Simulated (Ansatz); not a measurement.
One change: `C[CH2][SbH2]` becomes `S[CH2][SbH2]`.

Ansatz, PBE0-D4/def2-TZVP geometries, multiplicity 1. Each molecule was computed in one conformer, which needn't be the lowest.

Elements past krypton have def2 core potentials.  Spin–orbit coupling is left out; it splits and shifts lone-pair levels of the heavy atoms by tenths of an eV.

```csv
property,`C[CH2][SbH2]`
HOMO energy (B3LYP/def2-TZVPP) / eV,-6.74
LUMO energy (PBE0/def2-TZVPP) / eV,-0.20
LUMO energy (ωB97M-V/def2-TZVPP) / eV,1.37
size of the dipole moment (ωB97M-V/def2-TZVPP) / D,0.85
LUMO energy (B3LYP/def2-TZVPP) / eV,-0.44
HOMO–LUMO gap (PBE/def2-TZVPP) / eV,4.95
```

Question: Give the same properties after the change, and the shifts. (An estimate is asked.)

Answer: Ansatz gave: 
```tsv
property	`S[CH2][SbH2]`	shift
HOMO energy (B3LYP/def2-TZVPP) / eV	-6.68	0.06
LUMO energy (PBE0/def2-TZVPP) / eV	-0.66	-0.46
LUMO energy (ωB97M-V/def2-TZVPP) / eV	1.01	-0.36
size of the dipole moment (ωB97M-V/def2-TZVPP) / D	1.39	0.54
LUMO energy (B3LYP/def2-TZVPP) / eV	-0.89	-0.45
HOMO–LUMO gap (PBE/def2-TZVPP) / eV	4.23	-0.72
```

The zero-point energy changes by -75.5 kJ/mol with -6 modes. Dipoles are sizes alone; their direction can turn.

B3LYP here is the variant with VWN-RPA as its local correlation; programs differ in this.
